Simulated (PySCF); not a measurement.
Gas-phase reaction: (H2SiO)3 + 4 SiO → Si2O(OH)6 + 5 Si

Energies from PySCF, thermal terms from the rigid-rotor harmonic-oscillator model, ideal gas at 1 bar. † marks an energy on the PBE0/def2-TZVP geometry and frequencies; other levels use their own. MP2 and CCSD(T) freeze the core. 6-31G* has spherical d functions here. Open shells (unrestricted): Si (multiplicity 3, electronic degeneracy 9); the rest are closed-shell singlets. Spin-orbit splitting is ignored; it lowers the true energy and changes the entropy of Si. No R ln 2 is added for the mirror-image form of Si2O(OH)6. (H2SiO)3, Si2O(OH)6: computed as isolated molecules; such fragments, hydroxides, amides, oligomers or adducts are transient or little studied in the gas. MP2 isn't extrapolated to the basis-set limit; its ΔH°(298 K) is 1300.6 kJ in def2-SVP and 1390.2 kJ in def2-TZVPP. CCSD(T) isn't extrapolated to the basis-set limit. The harmonic model lacks anharmonicity and excited electronic states, which grow with temperature; levels with a mode under 35 cm⁻¹ are left out. Internal rotation in Si2O(OH)6 is treated as a harmonic vibration of one conformer, which makes the entropy rough. Soft modes under 120 cm⁻¹ make the harmonic entropy rough for (H2SiO)3. Warning, large T1 diagnostic: SiO (CCSD(T)/def2-SVP†).

```json
[
 {"level": "CCSD(T)/def2-SVP†", "ΔE electronic, kJ": "1195", "ΔH°(298 K), kJ": "1242", "ΔS°(298 K), J/K": "98", "ΔG°(1000 K), kJ": "1120"},
 {"level": "HF/6-31G*", "ΔE electronic, kJ": "780", "ΔH°(298 K), kJ": "823", "ΔS°(298 K), J/K": "100", "ΔG°(1000 K), kJ": "697"},
 {"level": "MP2/def2-SVP†", "ΔE electronic, kJ": "1254", "ΔH°(298 K), kJ": "1301", "ΔS°(298 K), J/K": "98", "ΔG°(1000 K), kJ": "1179"},
 {"level": "PBE/def2-SVP", "ΔE electronic, kJ": "1297", "ΔH°(298 K), kJ": "1343", "ΔS°(298 K), J/K": "77", "ΔG°(1000 K), kJ": "1244"},
 {"level": "LDA/def2-TZVP†", "ΔE electronic, kJ": "1433", "ΔH°(298 K), kJ": "1479", "ΔS°(298 K), J/K": "98", "ΔG°(1000 K), kJ": "1357"}
]
```
ΔH° is lowest at HF/6-31G* and highest at LDA/def2-TZVP†. No reference value is set beside these.
